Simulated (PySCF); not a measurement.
Working out the excitation energy of O⁺

O⁺ [He] 2s2 2p3 (4S) → O⁺ [He] 2s2 2p2 3d1 (high-spin determinant). Calculation: PySCF 2.14, in x2c-TZVPPall with one added diffuse shell each of s, p, d type (6s4p3d1f, 40 functions); scalar relativity by spin-free X2C-1e. Frozen: nothing. Energies in hartree (1 hartree = 27.21139 eV):

```
             part  O⁺ (lower)  O⁺ (upper)
              UHF  -74.426672  -73.283904
MP2 opposite-spin   -0.084301   -0.085400
    MP2 same-spin   -0.029900   -0.017503
```

**Question.** What does Hartree-Fock give?

**Answer.** (-73.283904) − (-74.426672) = 1.142768 hartree = 31.096 eV.

**Question.** What do MP2 and SCS-MP2 (6/5 opposite-spin, 1/3 same-spin) give?

**Answer.** The opposite-spin parts differ by -0.030 eV and the same-spin parts by 0.337 eV. MP2: 31.096 + (-0.030) + (0.337) = 31.403 eV. SCS-MP2: 31.096 + 1.2 × (-0.030) + (0.337)/3 = 31.172 eV.

One determinant mixes LS terms, so it does not stand for a single term.
